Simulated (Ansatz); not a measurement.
Au₂S₂⁻ (the lowest doublet isomer of a short search) was relaxed with PBE-D4 (def2-SVPD) in Ansatz in these states: charge -1 doublet, charge -1 quartet. The geometries follow in no particular order.

In the def2 sets Au takes a core potential; there is no spin–orbit coupling.

A:

```tsv
atom	x (Å)	y (Å)	z (Å)
Au1	0.6797	-0.1599	2.1600
Au2	-0.2355	0.1537	-0.5893
S3	-1.2870	1.7259	-1.7834
S4	0.8428	-1.7198	0.2127
```

B:

Cartesian coordinates in Å:
```
Au 2.505 -0.517 0.910
Au -0.821 0.200 -0.264
S -2.673 1.442 0.052
S 0.988 -1.125 -0.698
```

Judge from the bond lengths which geometry belongs to which state (an estimate).

A is the charge -1 quartet (Au1–S4 2.500 Å, Au2–S4 2.306 Å, Au2–S3 2.237 Å); B is the charge -1 doublet (Au1–S4 2.292 Å, Au2–S4 2.284 Å, Au2–S3 2.252 Å).

At PBE0-D4/def2-TZVPD a doublet lies 0.97 eV below the charge -1 quartet. These are the stationary points nearest to one start from a short search; other shapes may lie lower in each state.
